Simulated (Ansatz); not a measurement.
Stepwise reaction of `CB([SiH3])[SiH3]` with ammonia, as a gas-phase model of exchange steps in deposition or etching. ΔE in kJ/mol; ΔG adds harmonic PBE0-D4 terms to CCSD(T)/CBS, at 1 bar.

Gas-phase electronic energies from Ansatz, PBE0-D4/def2-TZVP geometries. CCSD(T)/CBS adds triple-zeta CCSD(T) − MP2 to the extrapolated MP2 energy (def2 sets, frozen cores). This one scheme is used for every species. DFT in def2-TZVPP. B3LYP here is the variant with VWN-RPA as its local correlation; programs differ in this. One conformer a species, not always the lowest.

```json
{"step": "1", "reaction": "`CB([SiH3])[SiH3]` + NH₃ → `CB(N)[SiH3]` + SiH₄", "PBE-D4": "-149.7", "B3LYP-D4": "-159.9", "ωB97M-V": "-162.4", "CCSD(T)/CBS": "-155.6", "ΔG(600 K)": "-138.2"}
```

Problem. Give the row of step 2, `CB(N)[SiH3]` + NH₃ → `CB(N)N` + SiH₄. (An estimate is asked.)

Solution. Computed: 
```
step                               reaction  PBE-D4  B3LYP-D4  ωB97M-V  CCSD(T)/CBS  ΔG(600 K)
   2  `CB(N)[SiH3]` + NH₃ → `CB(N)N` + SiH₄   -89.6    -103.5   -106.3       -100.7     -100.2
```

Problem. By hand: ΔE of the 2 steps together at CCSD(T)/CBS.

Solution. (-155.6) + (-100.7) = -256.3 kJ/mol, or -128.2 kJ/mol a step.

In ΔE each step is higher than the one before. All are downhill at CCSD(T)/CBS. ΔG lies between -138.2 and -100.2 kJ/mol a step. PBE-D4 differs from CCSD(T)/CBS by 5.9 to 11.1 kJ/mol a step. Isolated molecules leave out the surface, adducts and barriers. Largest T1 diagnostic: 0.013.
